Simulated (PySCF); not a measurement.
C₃H₄BCl, SMILES C#CB(C)Cl.

The structure is a stationary point at PBE0-D3(BJ)/def2-SVP. This is a generated structure with no PubChem entry under its InChIKey; it may be hypothetical.

Calculation: TDA-B3LYP/def2-SVPD in PySCF.

Vertical excitations. Isolated molecule, no solvent.

```json
[
 {"state": "S1", "energy (eV)": "4.50", "λ (nm)": "276", "f": "0.000", "main pairs": "HOMO→LUMO 98 %"},
 {"state": "S2", "energy (eV)": "5.14", "λ (nm)": "241", "f": "0.001", "main pairs": "HOMO−2→LUMO 98 %"},
 {"state": "S3", "energy (eV)": "5.57", "λ (nm)": "223", "f": "0.102", "main pairs": "HOMO−1→LUMO 76 %, HOMO→LUMO+1 15 %"},
 {"state": "S4", "energy (eV)": "6.82", "λ (nm)": "182", "f": "0.000", "main pairs": "HOMO−1→LUMO+1 70 %, HOMO−1→LUMO+2 24 %"},
 {"state": "S5", "energy (eV)": "6.84", "λ (nm)": "181", "f": "0.114", "main pairs": "HOMO−3→LUMO 91 %"},
 {"state": "S6", "energy (eV)": "7.24", "λ (nm)": "171", "f": "0.000", "main pairs": "HOMO−4→LUMO 97 %"},
 {"state": "S7", "energy (eV)": "7.38", "λ (nm)": "168", "f": "0.047", "main pairs": "HOMO→LUMO+2 61 %, HOMO→LUMO+1 35 %"},
 {"state": "S8", "energy (eV)": "7.40", "λ (nm)": "168", "f": "0.002", "main pairs": "HOMO−5→LUMO 96 %"},
 {"state": "S9", "energy (eV)": "7.57", "λ (nm)": "164", "f": "0.015", "main pairs": "HOMO−2→LUMO+1 94 %"},
 {"state": "S10", "energy (eV)": "7.70", "λ (nm)": "161", "f": "0.012", "main pairs": "HOMO−1→LUMO+2 72 %, HOMO−1→LUMO+1 25 %"},
 {"state": "T1", "energy (eV)": "4.16", "λ (nm)": "298", "f": "0", "main pairs": "HOMO−1→LUMO 92 %"},
 {"state": "T2", "energy (eV)": "4.19", "λ (nm)": "296", "f": "0", "main pairs": "HOMO→LUMO 95 %"},
 {"state": "T3", "energy (eV)": "4.90", "λ (nm)": "253", "f": "0", "main pairs": "HOMO−2→LUMO 97 %"},
 {"state": "T4", "energy (eV)": "5.45", "λ (nm)": "227", "f": "0", "main pairs": "HOMO→LUMO+1 62 %, HOMO→LUMO+2 26 %"}
]
```
Triplets are in the Tamm–Dancoff approximation.
